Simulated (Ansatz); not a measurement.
The cluster K3Na⁺ (the lowest doublet isomer of a short search). Total charge 1; doublet. Geometry PBE0/def2-TZVP, basis def2-TZVP, Ansatz.

```tsv
atom	x (Å)	y (Å)	z (Å)
Na1	0.238	1.211	0.266
K2	-0.647	-2.293	-0.667
K3	2.455	0.018	-3.077
K4	-2.046	1.064	3.478
```

```csv
run,HOMO (eV),LUMO (eV)
A,-6.25,-3.78
B,-5.37,-5.02
C,-5.14,-4.84
D,-5.25,-4.23
E,-5.27,-4.82
F,-5.90,-3.93
```

The structure comes from a short search, and lower isomers may exist.

HOMO and LUMO are taken over both spins.

Problem. The runs used BHLYP, BLYP, CAM-B3LYP, LDA (SPW92), PBE, r2SCAN. Estimate which is which.

Solution. A CAM-B3LYP (range-separated); B LDA (SPW92) (0 % exact exchange); C BLYP (0 % exact exchange); D r2SCAN (0 % exact exchange); E PBE (0 % exact exchange); F BHLYP (50 % exact exchange). Exact exchange lowers occupied and raises empty levels; among semilocal functionals meta-GGAs tend to open the gap a little, and such runs are hard to tell apart. The gap grows from 0.29 eV (BLYP) to 2.47 eV (CAM-B3LYP).
